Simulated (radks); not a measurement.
Valence configurations of neutral thallium. Calculated with a radial shooting solver on a logarithmic mesh with Libxc functionals: Dirac Kohn-Sham, LDA (Slater exchange, Perdew-Wang correlation), spin-unpolarised, spherical densities, finite nucleus; open shells are shared between the two j in proportion to 2j + 1; Fermi nuclear charge, rms radius 5.4759 fm. Energies are relative to [Hg] 6p1; eigenvalues in eV.

\begin{tabular}{lrrrrrr}
valence & E (eV) & e(4f5/2) & e(4f7/2) & e(5d3/2) & e(5d5/2) & e(6p1/2) \\ \hline
[Hg] 6p1 & 0.000 & -116.59 & -111.99 & -16.933 & -14.720 & -3.387 \\
[Xe] 4f14 5d10 6s1.5 6p1.5 & 3.621 & -117.57 & -112.96 & -17.858 & -15.634 & -3.860 \\
[Xe] 4f14 5d9.5 6s2 6p1.5 & 6.862 & -119.42 & -114.81 & -19.118 & -16.841 & -4.081 \\
[Xe] 4f14 5d10 6s1 6p2 & 7.350 & -118.49 & -113.88 & -18.726 & -16.491 & -4.292 \\
[Xe] 4f14 5d10 6s0.5 6p2.5 & 11.180 & -119.36 & -114.76 & -19.549 & -17.303 & -4.695 \\
[Xe] 4f14 5d9 6s2 6p2 & 14.505 & -122.23 & -117.63 & -21.259 & -18.919 & -4.735 \\
[Xe] 4f14 5d8.5 6s2 6p2.5 & 22.928 & -125.06 & -120.45 & -23.372 & -20.968 & -5.363 \\
[Xe] 4f13 5d10 6s2 6p2 & 119.86 & -135.07 & -130.33 & -22.845 & -20.334 & -4.770 \\
[Xe] 4f12 5d10 6s2 6p3 & 257.36 & -154.22 & -149.34 & -28.943 & -26.132 & -6.083 \\
[Xe] 4f12 5d9 6s2 6p4 & 281.41 & -160.23 & -155.34 & -33.360 & -30.423 & -7.300 \\
\end{tabular}

NIST lists [Hg] 6p1 as the ground configuration; this level of theory agrees among the configurations tried. The energies are those of spherical spin-averaged densities, not of single terms.
